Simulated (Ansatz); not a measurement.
F3HNTa (SMILES [NH]=[Ta]([F])([F])[F]) moved off its minimum; all values from Ansatz (an electronic-structure program), cores frozen in correlated methods. Elements past Kr take the def2 small-core potentials, without spin–orbit coupling.
(charge 0, multiplicity 1)
```xyz
6

Ta    -0.01010    -0.01064    -0.08018
N      0.25672    -0.90088    -1.37923
H      0.38729    -1.60730    -2.20489
F      1.69613     0.36614     0.60965
F     -0.97991     1.52717    -0.58602
F     -0.96206    -0.94937     1.28906
```

Give the forces (eV/Å), the total energy and the dipole at CCSD(T)/def2-TZVPPD.


```tsv
atom	Fx	Fy	Fz
Ta1	-2.253	7.259	11.343
N2	2.150	-9.676	-12.910
H3	-0.287	2.020	2.165
F4	0.576	0.223	0.132
F5	-0.204	0.383	-0.332
F6	0.017	-0.211	-0.397
```
Energy -411.2849 hartree, dipole 2.11 D.
